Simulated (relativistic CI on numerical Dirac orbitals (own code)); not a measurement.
# What each ingredient does to the levels of Tl²²⁺

Base calculation: Dirac-Coulomb-Breit CI, KLI orbitals optimised for each configuration, model QED (radiative potential, 1s self-energy scaled to tabulated hydrogen-like ionisation energies), unscaled Slater integrals.

CI space (outside the closed core [Ar] 3d10): 4s2.4p6.4d10.4f13, 4s2.4p6.4d10.4f12.5s, 4s2.4p6.4d10.4f11.5s2, 4s2.4p6.4d10.4f12.5p, 4s2.4p6.4d10.4f11.5s.5p, 4s2.4p6.4d9.4f14, 4s2.4p6.4d10.4f11.5p2, 4s2.4p6.4d10.4f11.5s.5d, 4s2.4p6.4d10.4f12.5d, 4s2.4p6.4d9.4f12.5s2, 4s2.4p6.4d10.4f12.6s, 4s2.4p5.4d10.4f14, 4s2.4p6.4d10.4f12.5g, 4s2.4p6.4d9.4f13.5p, 4s2.4p6.4d10.4f12.6d, 4s.4p6.4d10.4f14. Levels of other configurations are missing.

Variants: (1) QED terms removed; (2) Breit term removed. Shifts of the energy above 4s2.4p6.4d10.4f13 2F°_7/2, in cm⁻¹, for the lowest level and the first level of each name with at least 55 % of one term (blank where a level changes its place among those of its configuration and J or its character, or is not in the variant):

```tsv
Level	Base	Δ(1)	Δ(2)
4s2.4p6.4d10.4f13 2F°_7/2	0	0	0
4s2.4p6.4d10.4f13 2F°_5/2	37747	-145	+1543
4s2.4p6.4d10.4f12.5s 4H_13/2	346134	-3888	-4091
4s2.4p6.4d10.4f12.5s 4F_9/2	359667	-3878	-4790
4s2.4p6.4d10.4f12.5s 4H_9/2	385360	-4029	-2907
4s2.4p6.4d10.4f12.5s 4F_3/2	390427	-3926	-4836
4s2.4p6.4d10.4f12.5s 2F_7/2	404246	-4020	-3220
4s2.4p6.4d10.4f12.5s 4P_1/2	440225	-3947	-5089
4s2.4p6.4d10.4f12.5s 2I_13/2	443843	-4012	-2346
4s2.4p6.4d10.4f12.5s 2I_11/2	444037	-4012	-2454
4s2.4p6.4d10.4f12.5s 4P_3/2	451158	-4033	-4008
4s2.4p6.4d10.4f12.5s 2P_1/2	462674	-3995	-4334
4s2.4p6.4d10.4f12.5s 2P_3/2	472548	-4101	-2579
4s2.4p6.4d10.4f12.5s 2S_1/2	549861	-4111	-3483
4s2.4p6.4d10.4f12.5p 4G°_11/2	734115	-589	-6801
4s2.4p6.4d10.4f11.5s2 4I°_15/2	758649	-7902	-8559
4s2.4p6.4d10.4f11.5s2 4I°_13/2	791879	-8039	-7495
4s2.4p6.4d10.4f11.5s2 4F°_7/2	826036	-8030	-8583
4s2.4p6.4d10.4f12.5p 2K°_13/2	829451	-720	-4738
4s2.4p6.4d10.4f12.5p 2H°_11/2	833086	-723	-4999
4s2.4p6.4d10.4f12.5p 4P°_1/2	835138	-730	-6676
4s2.4p6.4d10.4f11.5s2 2K°_15/2	835631	-8021	-7094
```

At this charge transitions that keep the count of f electrons are usually good to a few per cent. Terms inside the open d or f shell come out 10 to 20 % too wide with unscaled integrals. Levels that differ in their count of f electrons can be misplaced by several ten thousand cm⁻¹, since the correlation energy of f electrons is missing or only estimated; rates across such gaps can be off by orders of magnitude.

Ionisation energy from one configuration of each of the two ions, the ground ones as tabulated or assumed: base 665.631 eV. The NIST ASD value (theoretical) is 640 ± 30 eV.

LS names give the leading component of a level, which can be under half, so a name can repeat, a term be missing and a line seem to break the LS rules.
